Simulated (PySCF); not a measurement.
PySCF input (M06-2X/def2-TZVPD):

```python
from pyscf import gto, scf, dft

mol = gto.M(
    atom='''
    Mg   -0.00000000   -0.00000000   -1.30205059
    Cl    0.00000000    0.00000000    0.91909453
    ''',
    basis='def2-tzvpd',
    charge=-1,
    spin=0,
    verbose=4,
)

mf = dft.RKS(mol, xc='m062x').density_fit(auxbasis='def2-universal-jkfit')
mf.grids.level = 4
mf.conv_tol = 1e-9
mf.max_cycle = 100
mf.max_memory = 1500
mf.kernel()
if not mf.converged:
    mf = mf.newton()
    mf.kernel(mf.make_rdm1())
mf.analyze()
```

Output:

```
PySCF version 2.14.0

[INPUT] verbose = 4
[INPUT] num. atoms = 2
[INPUT] num. electrons = 30
[INPUT] charge = -1
[INPUT] spin (= nelec alpha-beta = 2S) = 0
[INPUT] symmetry False subgroup None
[INPUT] Mole.unit = angstrom
[INPUT] Symbol           X                Y                Z      unit          X                Y                Z       unit  Magmom
[INPUT]  1 Mg     0.000000000000   0.000000000000  -1.302050590000 AA    0.000000000000   0.000000000000  -2.460519015428 Bohr   0.0
[INPUT]  2 Cl     0.000000000000   0.000000000000   0.919094530000 AA    0.000000000000   0.000000000000   1.736836944286 Bohr   0.0

nuclear repulsion = 48.6020251696476
number of shells = 29
number of NR pGTOs = 128
number of NR cGTOs = 81
basis = def2-tzvpd
ecp = {}

******** <class 'pyscf.df.df_jk.DFRKS'> ********
method = DFRKS
initial guess = minao
damping factor = 0
level_shift factor = 0
DIIS = <class 'pyscf.scf.diis.CDIIS'>
diis_start_cycle = 1
diis_space = 8
diis_damp = 0
SCF conv_tol = 1e-09
SCF conv_tol_grad = None
SCF max_cycles = 100
direct_scf = False
XC library pyscf.dft.libxc version 7.1.2
    S. Lehtola, C. Steigemann, M. J. T. Oliveira, and M. A. L. Marques,  SoftwareX 7, 1–5 (2018)
XC functionals = m062x
    Y. Zhao and D. G. Truhlar,  Theor. Chem. Acc. 120, 215 (2008)
    Y. Zhao and D. G. Truhlar,  Theor. Chem. Acc. 120, 215 (2008)
radial grids:
    Treutler-Ahlrichs [JCP 102, 346 (1995); DOI:10.1063/1.469408] (M4) radial grids

becke partition: Becke, JCP 88, 2547 (1988); DOI:10.1063/1.454033
pruning grids: <function nwchem_prune>
grids dens level: 4
symmetrized grids: False
atomic radii adjust function: <function treutler_atomic_radii_adjust>
small_rho_cutoff = 0
Set gradient conv threshold to 3.16228e-05
Initial guess from minao.
tot grids = 56648
******** <class 'pyscf.df.df.DF'> ********
auxbasis = def2-universal-jkfit
init E= -660.306555948932
  HOMO = -0.174333650799685  LUMO = -0.00645138607212774  gap/eV = 4.56831
cycle= 1 E= -660.307050229081  delta_E= -0.000494  |g|= 0.326  |ddm|= 1.06
  HOMO = 0.0111446434445313  LUMO = 0.134586690550592  gap/eV = 3.35903
cycle= 2 E= -660.330108536363  delta_E= -0.0231  |g|= 0.321  |ddm|= 1.94
  HOMO = -0.00522592947145029  LUMO = 0.132259989192228  gap/eV = 3.74118
cycle= 3 E= -660.354962648117  delta_E= -0.0249  |g|= 0.0201  |ddm|= 0.318
  HOMO = -0.0136980499487613  LUMO = 0.130218948615354  gap/eV = 3.91618
cycle= 4 E= -660.355159110266  delta_E= -0.000196  |g|= 0.0058  |ddm|= 0.186
  HOMO = -0.0138647811707422  LUMO = 0.130131687864411  gap/eV = 3.91834
cycle= 5 E= -660.355175850195  delta_E= -1.67e-05  |g|= 0.00279  |ddm|= 0.0745
  HOMO = -0.0141370060367798  LUMO = 0.12996245383907  gap/eV = 3.92115
cycle= 6 E= -660.355178437468  delta_E= -2.59e-06  |g|= 0.000307  |ddm|= 0.014
  HOMO = -0.0140614233572336  LUMO = 0.129951476574829  gap/eV = 3.91879
cycle= 7 E= -660.355178539117  delta_E= -1.02e-07  |g|= 6.08e-05  |ddm|= 0.00451
  HOMO = -0.0140733301419971  LUMO = 0.129947273415509  gap/eV = 3.91900
cycle= 8 E= -660.355178541831  delta_E= -2.71e-09  |g|= 1.61e-05  |ddm|= 0.000355
  HOMO = -0.0140712578855435  LUMO = 0.129947559281381  gap/eV = 3.91895
cycle= 9 E= -660.355178541966  delta_E= -1.35e-10  |g|= 2.81e-06  |ddm|= 0.000125
  HOMO = -0.0140710176887069  LUMO = 0.129947514540181  gap/eV = 3.91894
Extra cycle  E= -660.355178541972  delta_E= -6.14e-12  |g|= 1.35e-06  |ddm|= 4.93e-05
converged SCF energy = -660.355178541972
**** SCF Summaries ****
Total Energy =                        -660.355178541972123
Nuclear Repulsion Energy =              48.602025169647632
One-electron Energy =                -1018.457881048461104
Two-electron Energy =                  309.500677336841363
Two-electron Coulomb Energy =          354.409032560202604
DFT Exchange-Correlation Energy =      -44.908355223361241
HOMO-LUMO gap [eV] =                     3.918943874514086
**** MO energy ****
MO #1   energy= -102.406775857549  occ= 2
MO #2   energy= -47.3805188766365  occ= 2
MO #3   energy= -9.57162280181441  occ= 2
MO #4   energy= -7.29040318267107  occ= 2
MO #5   energy= -7.29006096199696  occ= 2
MO #6   energy= -7.29006096199693  occ= 2
MO #7   energy= -3.12990120594291  occ= 2
MO #8   energy= -1.81989657620696  occ= 2
MO #9   energy= -1.81989657620695  occ= 2
MO #10  energy= -1.81959427648127  occ= 2
MO #11  energy= -0.679751737863715 occ= 2
MO #12  energy= -0.219519774408237 occ= 2
MO #13  energy= -0.183135444618832 occ= 2
MO #14  energy= -0.183135444618817 occ= 2
MO #15  energy= -0.0140710176887069 occ= 2
MO #16  energy= 0.129947514540181  occ= 0
MO #17  energy= 0.129947514540232  occ= 0
MO #18  energy= 0.139700032513649  occ= 0
MO #19  energy= 0.164029100461559  occ= 0
MO #20  energy= 0.193779455093264  occ= 0
MO #21  energy= 0.193779455093271  occ= 0
MO #22  energy= 0.217218662642523  occ= 0
MO #23  energy= 0.217218662642536  occ= 0
MO #24  energy= 0.230833746344062  occ= 0
MO #25  energy= 0.278362000564848  occ= 0
MO #26  energy= 0.278362386473398  occ= 0
MO #27  energy= 0.279850727033412  occ= 0
MO #28  energy= 0.329661350556148  occ= 0
MO #29  energy= 0.329661350556154  occ= 0
MO #30  energy= 0.351018916934448  occ= 0
MO #31  energy= 0.400992692160489  occ= 0
MO #32  energy= 0.40301457128876   occ= 0
MO #33  energy= 0.403016367506513  occ= 0
MO #34  energy= 0.433049436433881  occ= 0
MO #35  energy= 0.433049436433913  occ= 0
MO #36  energy= 0.450272955576143  occ= 0
MO #37  energy= 0.541616827020814  occ= 0
MO #38  energy= 0.541616827020852  occ= 0
MO #39  energy= 0.59344280401039   occ= 0
MO #40  energy= 0.713488315263072  occ= 0
MO #41  energy= 0.713488315263096  occ= 0
MO #42  energy= 0.766871479324752  occ= 0
MO #43  energy= 0.781449151196623  occ= 0
MO #44  energy= 0.781452591406487  occ= 0
MO #45  energy= 0.799819043048496  occ= 0
MO #46  energy= 0.799819043048501  occ= 0
MO #47  energy= 0.856867363848802  occ= 0
MO #48  energy= 0.856878080478362  occ= 0
MO #49  energy= 0.903066491130712  occ= 0
MO #50  energy= 0.948057839816548  occ= 0
MO #51  energy= 0.948057839816567  occ= 0
MO #52  energy= 1.06548836130999   occ= 0
MO #53  energy= 1.35291611798815   occ= 0
MO #54  energy= 2.08818954331606   occ= 0
MO #55  energy= 2.08818954331608   occ= 0
MO #56  energy= 2.16450933397937   occ= 0
MO #57  energy= 2.16461297377582   occ= 0
MO #58  energy= 2.18992357552774   occ= 0
MO #59  energy= 2.21220746413938   occ= 0
MO #60  energy= 2.21220746413941   occ= 0
MO #61  energy= 2.26132204475983   occ= 0
MO #62  energy= 2.33080993918553   occ= 0
MO #63  energy= 2.3308753688102    occ= 0
MO #64  energy= 2.33548507386754   occ= 0
MO #65  energy= 2.33548507386755   occ= 0
MO #66  energy= 2.40038418206991   occ= 0
MO #67  energy= 2.40038418206993   occ= 0
MO #68  energy= 2.54769415973033   occ= 0
MO #69  energy= 2.54769415973041   occ= 0
MO #70  energy= 2.63497845187953   occ= 0
MO #71  energy= 2.7144222719068    occ= 0
MO #72  energy= 4.95670598526901   occ= 0
MO #73  energy= 6.7902277114315    occ= 0
MO #74  energy= 6.79022783901239   occ= 0
MO #75  energy= 6.81002124201788   occ= 0
MO #76  energy= 6.81002124201789   occ= 0
MO #77  energy= 6.88879005745256   occ= 0
MO #78  energy= 11.0831349530446   occ= 0
MO #79  energy= 11.0831349530447   occ= 0
MO #80  energy= 11.1960290803939   occ= 0
MO #81  energy= 25.2441131228124   occ= 0
 ** Mulliken pop on meta-lowdin orthogonal AOs  **
 ** Mulliken pop  **
pop of  0 Mg 1s           1.99999
pop of  0 Mg 2s           1.99975
pop of  0 Mg 3s           1.84339
pop of  0 Mg 4s           0.05874
pop of  0 Mg 5s           0.00539
pop of  0 Mg 2px          1.99983
pop of  0 Mg 2py          1.99983
pop of  0 Mg 2pz          1.99991
pop of  0 Mg 3px          0.00641
pop of  0 Mg 3py          0.00641
pop of  0 Mg 3pz          0.07848
pop of  0 Mg 4px          0.00018
pop of  0 Mg 4py          0.00018
pop of  0 Mg 4pz          0.00230
pop of  0 Mg 5px          0.00027
pop of  0 Mg 5py          0.00027
pop of  0 Mg 5pz          0.00471
pop of  0 Mg 6px          0.00005
pop of  0 Mg 6py          0.00005
pop of  0 Mg 6pz          0.00329
pop of  0 Mg 3dxy         0.00000
pop of  0 Mg 3dyz         0.00025
pop of  0 Mg 3dz^2        0.00041
pop of  0 Mg 3dxz         0.00025
pop of  0 Mg 3dx2-y2      0.00000
pop of  0 Mg 4dxy         0.00000
pop of  0 Mg 4dyz         0.00222
pop of  0 Mg 4dz^2        0.00092
pop of  0 Mg 4dxz         0.00222
pop of  0 Mg 4dx2-y2      0.00000
pop of  0 Mg 5dxy         0.00000
pop of  0 Mg 5dyz         0.00006
pop of  0 Mg 5dz^2        0.00086
pop of  0 Mg 5dxz         0.00006
pop of  0 Mg 5dx2-y2      0.00000
pop of  1 Cl 1s           1.99999
pop of  1 Cl 2s           1.99976
pop of  1 Cl 3s           1.98852
pop of  1 Cl 4s           0.02802
pop of  1 Cl 5s           0.00063
pop of  1 Cl 6s           0.00114
pop of  1 Cl 2px          1.99998
pop of  1 Cl 2py          1.99998
pop of  1 Cl 2pz          1.99998
pop of  1 Cl 3px          1.97972
pop of  1 Cl 3py          1.97972
pop of  1 Cl 3pz          1.94822
pop of  1 Cl 4px          0.00778
pop of  1 Cl 4py          0.00778
pop of  1 Cl 4pz          0.02046
pop of  1 Cl 5px          0.00024
pop of  1 Cl 5py          0.00024
pop of  1 Cl 5pz          0.00234
pop of  1 Cl 6px          0.00006
pop of  1 Cl 6py          0.00006
pop of  1 Cl 6pz          0.00375
pop of  1 Cl 7px          0.00001
pop of  1 Cl 7py          0.00001
pop of  1 Cl 7pz          0.00165
pop of  1 Cl 3dxy         0.00000
pop of  1 Cl 3dyz         0.00178
pop of  1 Cl 3dz^2        0.00545
pop of  1 Cl 3dxz         0.00178
pop of  1 Cl 3dx2-y2      0.00000
pop of  1 Cl 4dxy         0.00000
pop of  1 Cl 4dyz         0.00081
pop of  1 Cl 4dz^2        0.00095
pop of  1 Cl 4dxz         0.00081
pop of  1 Cl 4dx2-y2      0.00000
pop of  1 Cl 5dxy         0.00000
pop of  1 Cl 5dyz         0.00024
pop of  1 Cl 5dz^2        0.00058
pop of  1 Cl 5dxz         0.00024
pop of  1 Cl 5dx2-y2      0.00000
pop of  1 Cl 4f-3         0.00000
pop of  1 Cl 4f-2         0.00000
pop of  1 Cl 4f-1         0.00010
pop of  1 Cl 4f+0         0.00041
pop of  1 Cl 4f+1         0.00010
pop of  1 Cl 4f+2         0.00000
pop of  1 Cl 4f+3         0.00000
 ** Mulliken atomic charges  **
charge of    0Mg =     -0.01668
charge of    1Cl =     -0.98332

WARN: System has nonzero charge -1; the dipole moment is origin-dependent.
Location of origin: [0. 0. 0.]

Dipole moment(X, Y, Z, Debye): -0.00000, -0.00000,  3.95810
```

This state (charge -1, singlet) is run at the relaxed geometry of the species with charge 0 and multiplicity 2.
